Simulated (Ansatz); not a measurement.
## BeF: state-averaged CASSCF

Program: Ansatz, Gaussian basis, development build. State-averaged CASSCF with equal weights; occupations are averaged over the states; levels count from the state that is lowest in CASSCF. A minimal or small basis: far from the basis limit. Solutions may break the symmetry of the shape. No proof that the lowest CASSCF solution was found. The average may hold one member of a degenerate pair alone.

Geometry: bond length 1.3610 Å.

Basis def2-SVP, nonrelativistic, 2 orbitals frozen in the corrections; active space CAS(7,7). Averaged: 2 doublets.

(1) Give the levels in order.

Geometry: bond length 2.0415 Å. A bond is stretched, to 1.33 times the sum of the covalent radii.

Basis def2-SVP, nonrelativistic, 1 orbital frozen in the corrections; active space CAS(7,7). Averaged: 2 doublets.

CASSCF levels: doublet 0.00, doublet 3.90 eV.

(2) How does SC-NEVPT2 move them?

## Answers

(1) 

| state | CASSCF (eV) | SC-NEVPT2 (eV) |
| --- | --- | --- |
| doublet | 0.000 | 0.000 |
| doublet | 4.632 | 4.522 |

Occupations: 1.99, 1.98, 1.98, 0.51, 0.51, 0.02, 0.02.

(2) doublet 0.00, doublet 3.72 eV, in the same order of listing. The lowest state stays.
